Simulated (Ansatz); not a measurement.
Ga8As9H24²⁺, a nanocrystal cut from zinc blende GaAs (hydrogen-capped). Charge 2, multiplicity 2. Geometry PBE-D4/def2-SVP, that of the charge +1 singlet; atoms count from 1.

```tsv
atom	x (Å)	y (Å)	z (Å)
Ga1	2.898	-2.925	3.121
Ga2	2.697	1.508	1.395
Ga3	-1.686	-1.027	-4.075
Ga4	0.255	2.432	-2.101
Ga5	0.685	-1.283	-0.485
Ga6	-0.660	0.097	3.150
Ga7	-2.965	0.576	-0.156
Ga8	-1.031	3.899	1.505
As9	2.239	-2.847	0.635
As10	-0.092	-2.308	-2.633
As11	1.741	0.871	-0.890
As12	1.108	-1.424	4.086
As13	0.507	2.124	2.428
As14	-0.503	1.155	-4.158
As15	-3.441	-0.511	-2.392
As16	-1.688	2.623	-0.611
As17	-1.284	-0.897	0.918
H18	2.538	-4.400	3.523
H19	4.259	-2.148	3.166
H20	3.637	2.747	1.189
H21	3.126	0.086	1.958
H22	-2.107	-1.723	-5.413
H23	0.928	3.760	-2.599
H24	-1.932	0.131	4.074
H25	-4.323	0.697	0.623
H26	-0.146	5.090	0.985
H27	-2.327	3.940	2.395
H28	3.478	-2.801	-0.253
H29	1.736	-4.215	0.181
H30	1.112	-2.702	-3.479
H31	-0.654	-3.705	-2.396
H32	2.868	0.505	-1.855
H33	1.842	-0.521	5.071
H34	0.373	-2.268	5.124
H35	0.918	2.682	3.790
H36	0.640	0.982	-5.153
H37	-1.385	2.047	-5.025
H38	-4.485	0.311	-3.140
H39	-4.271	-1.780	-2.222
H40	-2.673	3.488	-1.394
H41	-1.933	-2.264	1.115
```

Single mean-field runs in def2-TZVP are fitted with def2-universal-jkfit.

(1) Estimate the Mulliken populations of the heavy atoms from the PBE0/def2-TZVP orbitals of Ansatz.

(2) Where does the spin sit?

(3) And the Mayer bond orders between heavy atoms (over 0.3)?

## Answers

(1) 
```
atom  charge (e)  spin (α − β)
 Ga1        0.28          0.02
 Ga2        0.32          0.02
 Ga3        0.38          0.00
 Ga4        0.38          0.01
 Ga5        0.47          0.00
 Ga6        0.38          0.01
 Ga7        0.37          0.01
 Ga8        0.28          0.07
 As9       -0.28          0.03
As10       -0.30          0.00
As11       -0.39          0.02
As12       -0.28          0.16
As13       -0.34          0.31
As14       -0.32          0.00
As15       -0.32          0.00
As16       -0.44          0.02
As17       -0.41          0.01
```
Mulliken values depend strongly on the basis.

(2) Summed by element: Ga 0.14, As 0.57, H 0.28, of 1 unpaired in all. Largest on single atoms: As13 0.31, As12 0.16, H21 0.09.

(3) Ga1–As9 0.55 (2.57 Å); Ga1–As12 0.57 (2.53 Å); Ga2–As11 0.60 (2.56 Å); Ga2–As13 0.64 (2.50 Å); Ga3–As10 0.66 (2.50 Å); Ga3–As14 0.71 (2.48 Å); Ga3–As15 0.71 (2.49 Å); Ga4–As11 0.69 (2.47 Å); Ga4–As14 0.63 (2.54 Å); Ga4–As16 0.75 (2.46 Å); Ga5–As9 0.75 (2.47 Å); Ga5–As10 0.68 (2.50 Å); Ga5–As11 0.82 (2.43 Å); Ga5–As17 0.76 (2.45 Å); Ga6–As12 0.62 (2.51 Å); Ga6–As13 0.78 (2.45 Å); Ga6–As17 0.67 (2.52 Å); Ga7–As15 0.64 (2.53 Å); Ga7–As16 0.76 (2.46 Å); Ga7–As17 0.70 (2.48 Å); Ga8–As13 0.50 (2.52 Å); Ga8–As16 0.61 (2.56 Å).
